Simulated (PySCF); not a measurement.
A structure optimised at B3LYP-D3(BJ)/def2-TZVP, used in a PySCF frequency run:

```xyz
5

C      0.0000     0.0000     1.8277
I      0.0000     0.0000    -0.3287
H      0.8957     0.5171     2.1518
H     -0.8957     0.5171     2.1518
H      0.0000    -1.0342     2.1518
```

Q: Write its SMILES, formula and point group.

A: CI, CH3I, C3v

Q: What are its rotational constants (standard atomic weights)?

A: 156.25, 7.4082, 7.4082 GHz
